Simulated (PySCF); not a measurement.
pyrazine (C₄H₄N₂), SMILES c1cnccn1. Heavy atoms are numbered as in [cH:1]1[cH:2][n:3][cH:4][cH:5][n:6]1. Hydrogens are named by the atom that carries them.

Geometry: ωB97X-D3(BJ)/def2-SVP.

Calculation: PBE/pcSseg-1 (PySCF).

GIAO shieldings, no solvent; atoms alike by connectivity are averaged. δ = σ(ref) − σ: ¹³C against TMS (σ = 182.0 ppm); ¹⁵N against NH3 (σ = 267.0 ppm); ¹H against TMS (σ = 31.49 ppm), references at their B3LYP-D3(BJ)/def2-TZVP geometries, non-relativistic.

| nucleus | atoms | count | δ (ppm) |
|---|---|---|---|
| ¹³C | C1 (CH) | 4 | 151.5 |
| ¹⁵N | N3 | 2 | 377.1 |
| ¹H | H on C1 | 4 | 8.85 |
